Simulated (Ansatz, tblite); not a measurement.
Removing and adding an electron: B₆N₇H₂₀⁺, a cluster cut from zinc blende BN (hydrogen-capped). Charge 1, multiplicity 1. Geometry: r2SCAN-D4/def2-SVP. Ansatz, gas phase; energy differences of separate SCF runs; the oxidised species was run as a doublet alone; the reduced species was run as a doublet alone.

```xyz
33

N    -0.531    1.994    1.161
N    -0.345   -2.656    0.016
N     0.814   -0.135    1.448
N    -1.366   -0.227    0.195
N    -0.539    1.674   -1.327
N     0.781   -0.514   -1.039
N     1.642    1.703   -0.088
B    -1.666   -1.820    0.344
B    -0.676    0.409    1.419
B     0.225    2.390   -0.164
B     0.738   -2.141   -1.038
B     1.617    0.103    0.100
B    -0.661    0.061   -1.165
H    -0.098    2.447    1.973
H    -1.471    2.403    1.160
H    -0.693   -3.531   -0.385
H     0.107   -2.971    0.876
H     1.328    0.226    2.257
H     0.784   -1.142    1.629
H    -2.332    0.109    0.153
H    -1.479    2.068   -1.439
H    -0.103    1.884   -2.231
H     1.280   -0.373   -1.923
H     2.215    2.138    0.644
H     2.176    1.916   -0.937
H    -2.004   -2.038    1.495
H    -2.512   -2.094   -0.483
H    -1.246    0.230    2.472
H     0.304    3.592   -0.307
H     1.839   -2.551   -0.716
H     0.386   -2.480   -2.150
H     2.756   -0.305    0.172
H    -1.269   -0.366   -2.122
```

The xTB rows come from tblite. Single mean-field runs in def2-TZVP are fitted with def2-universal-jkfit. HOMO above LUMO, or a gap near zero within one spin, warns that the state may not be the lowest or that an electron is smeared out.

```csv
level,−HOMO (eV),vertical IE (eV),−LUMO (eV),vertical EA (eV),HOMO–LUMO gap (eV),IE − EA (eV),remarks
GFN1-xTB,14.19,16.81,7.82,5.44,6.36,11.37,–
GFN2-xTB,12.93,15.47,4.81,2.56,8.12,12.92,–
HF/def2-TZVP,14.36,12.88,1.49,1.71,12.87,11.17,–
PBE-D4/def2-TZVP,9.62,12.32,4.93,3.25,4.69,9.08,gap within one spin near zero (+2 doublet)
PBE0-D4/def2-TZVP,10.96,12.86,4.08,2.93,6.88,9.93,–
```

Relaxing the oxidised species (r2SCAN-D4/def2-SVP) changes its energy by -0.92 eV at PBE-D4/def2-TZVP, so the adiabatic ionisation energy to this nearest minimum is 11.40 eV. At PBE0-D4/def2-TZVP it is 11.72 eV.     Raw xTB energy differences between charge states are shifted by several eV; the methods need an empirical correction for them.
